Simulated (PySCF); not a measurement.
**Circular dichroism: `N[C@@H]1[C@@H]2CC[C@@H](N)[C@H]12`, C6H12N2**

Geometry:
```csv
atom,x (Å),y (Å),z (Å)
N1,1.648,-1.380,-0.326
C2,1.611,0.049,-0.222
C3,0.754,0.715,0.820
C4,-0.282,-0.135,1.524
C5,-1.068,-0.829,0.403
C6,-0.920,0.050,-0.850
N7,-2.076,0.926,-0.983
C8,0.381,0.812,-0.633
H9,2.309,-1.770,0.337
H10,1.927,-1.663,-1.259
H11,2.552,0.570,-0.432
H12,1.165,1.555,1.364
H13,0.174,-0.862,2.196
H14,-0.932,0.513,2.117
H15,-2.121,-0.946,0.651
H16,-0.637,-1.806,0.206
H17,-0.882,-0.565,-1.756
H18,-1.976,1.526,-1.795
H19,-2.144,1.525,-0.166
H20,0.511,1.726,-1.200
```

Level of theory: PySCF 2.14.0, TDDFT B3LYP/def2-SVPD circular dichroism and optical rotation, one conformer, gas phase. Geometry: GFN2-xTB.

The molecule is flexible and this is one conformer; a measurement averages over conformers. States above about 6.4 eV (minus the energy of the highest occupied orbital) lie near or above the ionisation threshold and depend on the basis.

Question: Assign R or S to each stereocentre.

Answer: C2 R, C3 R, C6 R, C8 R.

Question: List the lowest 8 singlet excitations with oscillator and rotatory strengths.

Answer: Rotatory strengths R in 10⁻⁴⁰ esu² cm², velocity form and length form (origin at the centre of mass); f in length form.
| state | E (eV) | λ (nm) | f | R (velocity) | R (length) | main |
| --- | --- | --- | --- | --- | --- | --- |
| 1 | 5.79 | 214 | 0.013 | +12.6 | +12.3 | HOMO→LUMO 0.80, HOMO−1→LUMO 0.09 |
| 2 | 5.86 | 211 | 0.010 | -2.6 | -1.3 | HOMO−1→LUMO 0.82 |
| 3 | 6.35 | 195 | 0.019 | +19.0 | +19.4 | HOMO→LUMO+1 0.78, HOMO→LUMO 0.11 |
| 4 | 6.58 | 188 | 0.014 | +5.5 | +5.1 | HOMO−1→LUMO+1 0.56, HOMO→LUMO+2 0.29 |
| 5 | 6.60 | 188 | 0.0009 | -4.2 | -4.0 | HOMO→LUMO+2 0.55, HOMO−1→LUMO+1 0.26 |
| 6 | 6.79 | 183 | 0.016 | +8.9 | +8.5 | HOMO→LUMO+3 0.72, HOMO−1→LUMO+2 0.14 |
| 7 | 6.82 | 182 | 0.015 | -10.4 | -10.0 | HOMO−1→LUMO+2 0.74, HOMO→LUMO+3 0.17 |
| 8 | 6.93 | 179 | 0.010 | -8.7 | -8.5 | HOMO−1→LUMO+3 0.92 |

Among the states computed, the strongest CD band (largest |R|) is state 3. The largest dissymmetry factor in size, g = 4R/(D+G), with D and G the electric and magnetic dipole strengths, is -0.043 for state 5 (velocity form, f = 0.001), among bands with |R| over 0.5. The mirror image has the same energies and oscillator strengths and all R with the opposite sign.
